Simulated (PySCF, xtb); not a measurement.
GaF3, SMILES [F][Ga]([F])[F].

GFN2-xTB (xtb 6.7.1) at its own geometry gives an orbital gap of 3.93 eV and a dipole moment of 0.00 D.

Geometry optimised at B3LYP-D3(BJ)/def2-SVP. The isomer is the one that the SMILES or the coordinates give; other isomers of the formula were not compared.

### Question
What does r2SCAN/def2-TZVPD run with PySCF give? (Estimate from the structure and the level; the computed values follow.)

### Answer
gap 7.00 eV (levels -10.22 and -3.22 eV), dipole 0.00 D.
